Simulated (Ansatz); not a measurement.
A trace of molecular dynamics of BCl$_{2}$H$_{6}$NSi (11 atoms, charge 0, multiplicity 1).

These are results of RKS PBE0/def2-mTZVP (Ansatz 0.2.0), not measurements.

```yaml
ensemble: NVE (velocity Verlet)
starting_velocities_drawn_for: 300 K
seed: 3603
```

| time (fs) | T (K) | potential energy less start (eV) | conserved less start (meV/atom) |
| --- | --- | --- | --- |
| 0 | 300 | 0.000 | 0.00 |
| 4 | 241 | 0.069 | 0.07 |
| 8 | 615 | -0.366 | -0.02 |
| 12 | 1226 | -1.081 | -0.36 |
| 16 | 943 | -0.747 | 0.07 |
| 20 | 1122 | -0.960 | -0.36 |
| 24 | 1305 | -1.173 | -0.36 |
| 28 | 1136 | -0.974 | -0.07 |
| 32 | 869 | -0.661 | 0.09 |
| 36 | 394 | -0.107 | 0.16 |
| 40 | 653 | -0.413 | -0.15 |
| 44 | 952 | -0.761 | -0.22 |
| 48 | 940 | -0.747 | -0.17 |
| 52 | 1007 | -0.825 | -0.25 |
| 56 | 1169 | -1.010 | 0.07 |
| 60 | 1403 | -1.287 | -0.35 |
| 64 | 801 | -0.584 | -0.10 |
| 68 | 661 | -0.421 | -0.13 |
| 72 | 1037 | -0.862 | -0.37 |
| 76 | 896 | -0.693 | 0.09 |
| 80 | 961 | -0.770 | -0.05 |
| 84 | 1145 | -0.985 | -0.18 |
| 88 | 1168 | -1.013 | -0.23 |
| 92 | 971 | -0.783 | -0.22 |
| 96 | 585 | -0.330 | 0.13 |
| 100 | 661 | -0.419 | 0.13 |

Question: Can this run be trusted? Judge the integration.

Answer: The conserved energy stayed within 0.57 meV per atom of its start (net change 0.13 meV per atom), so the integration is sound. The kinetic energy rose, since the run started high on the potential surface and went downhill. A run of 0.1 ps of so small a system gives no equilibrium averages. The orbitals stay closed-shell, which can raise the energy where a bond breaks towards radicals; this wasn't checked here. The time step was 0.5 fs.

The run took 6.8 min on 4 threads of Arm Neoverse V1 (shared host), peak memory 0.3 GiB.
